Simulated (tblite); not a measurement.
Species: C6H13P.
SMILES with atom numbers: `[CH2:1]=[P@@:2]1([CH3:3])[CH2:4][CH2:5][C@H:6]1[CH3:7]` (hydrogens: H8, H9 on C1; H10, H11, H12 on C3; H13, H14 on C4; H15, H16 on C5; H17 on C6; H18, H19, H20 on C7)

Structure optimised with GFN2-xTB, isolated species.

Question: Give the optimised bond lengths and angles.

Answer: 
| bond | length (bohr) |
| --- | --- |
| C1=P2 | 3.225 |
| P2–C3 | 3.564 |
| P2–C4 | 3.479 |
| C4–C5 | 2.918 |
| C5–C6 | 2.921 |
| C6–C7 | 2.861 |
| P2–C6 | 3.516 |
| C1–H8, C1–H9 | 2.064 |
| C3–H10, C3–H11, C3–H12 | 2.058 |
| C4–H13 | 2.056 |
| C4–H14 | 2.060 |
| C5–H15 | 2.057 |
| C5–H16 | 2.061 |
| C6–H17 | 2.068 |
| C7–H18, C7–H19, C7–H20 | 2.057 |

Bonds in one row agree within 0.02 bohr and their mean is given. A selection of angles:
| angle | degrees |
| --- | --- |
| P2–C1–H8 | 109.3 |
| H8–C1–H9 | 109.9 |
| C1–P2–C3 | 132.2 |
| C1–P2–C4 | 110.9 |
| C1–P2–C6 | 111.7 |
| C3–P2–C4 | 105.5 |
| C3–P2–C6 | 105.1 |
| C4–P2–C6 | 78.3 |
| P2–C3–H10 | 108.0 |
| P2–C3–H12 | 112.6 |
| H10–C3–H11 | 108.5 |
| H10–C3–H12 | 109.7 |
| P2–C4–C5 | 89.6 |
| P2–C4–H13 | 115.1 |
| P2–C4–H14 | 113.4 |
| C5–C4–H13 | 114.9 |
| C5–C4–H14 | 112.9 |
| H13–C4–H14 | 109.8 |
| C4–C5–C6 | 98.3 |
| C4–C5–H15 | 110.3 |
| C4–C5–H16 | 114.7 |
| C6–C5–H15 | 109.8 |
| C6–C5–H16 | 114.7 |
| H15–C5–H16 | 108.7 |
| C5–C6–C7 | 115.7 |
| C5–C6–H17 | 111.0 |
| C7–C6–H17 | 110.9 |
| P2–C6–C5 | 88.8 |
| P2–C6–C7 | 117.5 |
| P2–C6–H17 | 111.3 |
| C6–C7–H18 | 109.5 |
| C6–C7–H19 | 110.8 |
| H18–C7–H19 | 108.6 |

Torsions: C1–P2–C4–C5 94° (anticlinal); P2–C4–C5–C6 18° (synperiplanar); C4–C5–C6–C7 -138° (anticlinal); C1–P2–C6–C5 -93° (anticlinal).

The C–P distances run from 1.707 Å (C1=P2, drawn double) to 1.886 Å (P2–C3, drawn single), a spread of 0.179 Å. The 3 C–C bonds span 1.514 Å (C6–C7, drawn single) to 1.546 Å (C5–C6, drawn single), a spread of 0.032 Å. P2 (phosphorus bonded to 4 C) has angles from 78.3° to 132.2°. The 4-membered ring P2–C4–C5–C6 has internal angles of 78.3° to 98.3° (sum 355°, against 360° for a flat polygon); it is puckered, 0.12 Å rms from its mean plane, widest ring torsion 18°. Of the pairs four or more bonds apart, C1···H18 is among the closest relative to their van der Waals radii: 2.74 Å, 95 % of the sum of Bondi's values.

Point group: C1 (no symmetry element, even within 0.4 Å). Its GFN2-xTB frequencies are all real (lowest 77 cm⁻¹). One conformer, not necessarily the lowest.

Hardware: one thread, Arm Neoverse N1 (aarch64), shared host. Cost: 1.6 s. That covers the optimisation of the geometry.

All values are computed, not measured.
